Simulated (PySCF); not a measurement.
Bond stretch in IBr, singlet.

Levels of theory: UHF/def2-TZVP, def2 effective core potentials past Kr (PySCF); RHF/def2-TZVP, def2 effective core potentials past Kr (PySCF); UKS-M06-2X = PySCF with unrestricted M06-2X/def2-TZVP, def2 effective core potentials past Kr; RKS-M06-2X = restricted M06-2X/def2-TZVP, def2 effective core potentials past Kr (PySCF 2.14.0); UKS-r2SCAN = unrestricted r2SCAN/def2-TZVP, def2 effective core potentials past Kr run with PySCF 2.14.0; RKS-r2SCAN = restricted r2SCAN/def2-TZVP, def2 effective core potentials past Kr in PySCF 2.14.0; UKS-BHandHLYP = unrestricted BHandHLYP/def2-TZVP, def2 effective core potentials past Kr (PySCF); RKS-BHandHLYP = restricted BHandHLYP/def2-TZVP, def2 effective core potentials past Kr (PySCF 2.14.0).

Scanned distances (Å): 1.97, 2.11, 2.20, 2.31, 2.39, 2.46, 2.54, 2.60, 2.73, 2.84, 3.05, 3.32, 3.71, 4.10, 4.47, 4.88, 5.40, 5.98, 6.60, 7.32.

Q: Where does the unrestricted solution first break spin symmetry (<S²> of 0.01 or more)?

A: UHF: between 2.60 and 2.73 Å; UKS-M06-2X: between 2.84 and 3.05 Å; UKS-r2SCAN: between 2.84 and 3.05 Å; UKS-BHandHLYP: between 2.84 and 3.05 Å.

| R / Å | <S²> UHF | E(RHF) − E(UHF) / mEh | <S²> UKS-M06-2X | E(RKS-M06-2X) − E(UKS-M06-2X) / mEh | <S²> UKS-r2SCAN | E(RKS-r2SCAN) − E(UKS-r2SCAN) / mEh | <S²> UKS-BHandHLYP | E(RKS-BHandHLYP) − E(UKS-BHandHLYP) / mEh |
|---|---|---|---|---|---|---|---|---|
| 1.97 | 0.00 | 0.0 | 0.00 | 0.0 | 0.00 | 0.0 | 0.00 | 0.0 |
| 2.11 | 0.00 | 0.0 | 0.00 | 0.0 | 0.00 | 0.0 | 0.00 | 0.0 |
| 2.20 | 0.00 | 0.0 | 0.00 | 0.0 | 0.00 | 0.0 | 0.00 | 0.0 |
| 2.31 | 0.00 | 0.0 | 0.00 | 0.0 | 0.00 | 0.0 | 0.00 | 0.0 |
| 2.39 | 0.00 | 0.0 | 0.00 | 0.0 | 0.00 | 0.0 | 0.00 | 0.0 |
| 2.46 | 0.00 | 0.0 | 0.00 | 0.0 | 0.00 | 0.0 | 0.00 | 0.0 |
| 2.54 | 0.00 | 0.0 | 0.00 | 0.0 | 0.00 | 0.0 | 0.00 | 0.0 |
| 2.60 | 0.00 | 0.0 | 0.00 | 0.0 | 0.00 | 0.0 | 0.00 | 0.0 |
| 2.73 | 0.24 | 1.6 | 0.00 | 0.0 | 0.00 | 0.0 | 0.00 | 0.0 |
| 2.84 | 0.47 | 7.5 | 0.00 | 0.0 | 0.00 | 0.0 | 0.00 | 0.0 |
| 3.05 | 0.73 | 25.5 | 0.39 | 3.0 | 0.32 | 0.9 | 0.31 | 2.0 |
| 3.32 | 0.89 | 52.2 | 0.76 | 19.6 | 0.67 | 5.0 | 0.69 | 14.2 |
| 3.71 | 0.99 | 87.8 | 0.92 | 45.0 | 0.91 | — | 0.94 | 36.9 |
| 4.10 | 1.02 | 115.6 | 0.99 | 64.1 | 0.99 | — | 1.01 | 56.4 |
| 4.47 | 1.02 | 134.9 | 1.01 | 76.8 | 1.01 | — | 1.01 | 69.8 |
| 4.88 | 1.02 | 150.0 | 1.01 | 86.9 | 1.01 | — | 1.01 | 80.0 |
| 5.40 | 1.02 | 162.8 | 1.01 | 95.1 | 1.01 | — | 1.01 | 88.1 |
| 5.98 | 1.02 | 172.1 | 1.01 | 100.6 | 1.01 | — | 1.01 | 93.5 |
| 6.60 | 1.02 | 178.6 | 1.01 | 104.2 | 1.01 | — | 1.01 | 97.1 |
| 7.32 | 1.02 | 183.8 | 1.01 | 107.0 | 1.01 | — | 1.01 | 99.8 |

Dashes: no converged value, or the column stops at the first point that the program doubted or that broke a chosen test of continuity, which isn't proof of a fault.
